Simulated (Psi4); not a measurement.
Psi4 input wanted

[NbCl5]+ has 6 atoms, charge +1, and is taken as a doublet. As SMILES of the parent species, `Cl[Nb](Cl)(Cl)(Cl)Cl`. Geometry: relaxed at PBE0-D4/def2-TZVP. That shape belongs to the parent species and isn't relaxed for this state.

```xyz
6

Cl   -2.1765   -0.1689   -0.5899
Nb    0.0000    0.0000    0.0000
Cl    1.2190   -1.8679    0.3719
Cl    0.9577    2.0369    0.2180
Cl    0.6083   -0.0473   -2.2313
Cl   -0.6085    0.0472    2.2312
```

Settings wanted:

```
task                          : gradient
method                        : HF
dispersion                    : none
basis set                     : 3-21G
reference                     : UHF
relativity                    : none
integrals                     : pk
integral approximation        : none
core potential                : none
frozen core orbitals          : 0
symmetry                      : c1
properties                    : (mulliken, mayer, lowdin)
threads                       : 1
SCF convergence threshold     : 1e-09
density convergence threshold : 1e-08
iteration cap                 : 100
d and f functions             : spherical
```

Question: Give a Psi4 1.11 job that does this.

Answer: This one ran through:

calc.py:
```python
import psi4

psi4.set_memory(2200000000)
psi4.set_num_threads(1)
psi4.core.set_output_file('cl5nb.out', False)

molecule = psi4.geometry("""
1 2
Cl
Nb 1 2.261319
Cl 2 2.261284 1 120.00397
Cl 2 2.261282 3 119.99465 1 -179.99981
Cl 2 2.313173 4 90.00146 3 -90.00236
Cl 2 2.31317 4 90.00244 5 -179.99474
symmetry c1
no_reorient
no_com
""")

options = {'basis': '3-21G', 'reference': 'uhf', 'puream': True, 'e_convergence': 1e-09, 'd_convergence': 1e-08, 'scf_type': 'pk', 'maxiter': 100}
psi4.set_options(options)

e, wfn = psi4.gradient("hf", return_wfn=True)
psi4.oeprop(wfn, "MULLIKEN_CHARGES", "MAYER_INDICES", "LOWDIN_CHARGES", title="HF")
print('gradient / Eh bohr^-1')
print(e.np.round(6))
print(f'energy = {wfn.energy():.10f} Eh')
```

```bash
$ python calc.py
```

Calculated total energy: -6021.89609 Eh, largest force 4.427 eV/Å. The reference is spin-contaminated (⟨S²⟩ = 0.90). The run is non-relativistic. The shape is far from stationary at this level.
